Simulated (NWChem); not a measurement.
Species: CH₅BO₂; SMILES B(O)(C)O

Results from NWChem. All runs use the structure optimised with PBE0/def2-SVP. One conformer.

Diagonal of the polarisability tensor at PBE/def2-SVPD, static: 41.93, 40.92, 31.41 bohr³.

Task: Find the mean polarisability volume, the molar refraction, and the refractive index that an ideal gas of it would have at 273.15 K and 1 atm.

Result: 
1. Mean: one third of the trace = 38.08 bohr³ × 0.14818 Å³/bohr³ = 5.64 Å³.
2. Molar refraction (Lorentz-Lorenz): (4π/3) N_A α = 14.2 cm³/mol.
3. Number density p/kT = 2.687 × 10⁻⁵ Å⁻³; n − 1 = 2π N α = 9.53 × 10⁻⁴.
4. These hold the electronic response alone: vibrational and orientational terms add to the static dielectric constant.
